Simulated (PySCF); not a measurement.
C7H8S, SMILES C/C=C\c1cccs1 (GFN2-xTB optimised geometry):

```
16

C     -2.535    -0.638    -0.021
C     -1.596    -1.796    -0.007
C     -0.262    -1.725     0.001
C      0.569    -0.554     0.000
C      1.942    -0.554     0.000
C      2.508     0.733     0.000
C      1.568     1.715     0.001
S     -0.027     1.082     0.000
H     -3.567    -0.977    -0.036
H     -2.387    -0.010     0.859
H     -2.360    -0.009    -0.895
H     -2.049    -2.777    -0.004
H      0.305    -2.648     0.009
H      2.524    -1.459     0.000
H      3.567     0.922     0.000
H      1.711     2.777     0.001
```

Method: CAM-B3LYP/def2-TZVP in PySCF 2.14.0.

### Question
What are the frontier orbital energies and the dipole moment?

### Answer
HOMO-2 -9.77 eV, HOMO-1 -8.46 eV, HOMO -7.21 eV, LUMO 0.07 eV, LUMO+1 1.97 eV; dipole moment 0.15 D.

Meta-Löwdin charges at CAM-B3LYP/def2-TZVP: C1 -0.35, C2 -0.11, C3 -0.13, C4 -0.12, C5 -0.16, C6 -0.14, C7 -0.27, S8 0.28, H9 0.12, H10 0.13, H11 0.13, H12 0.12, H13 0.12, H14 0.12, H15 0.13, H16 0.14.
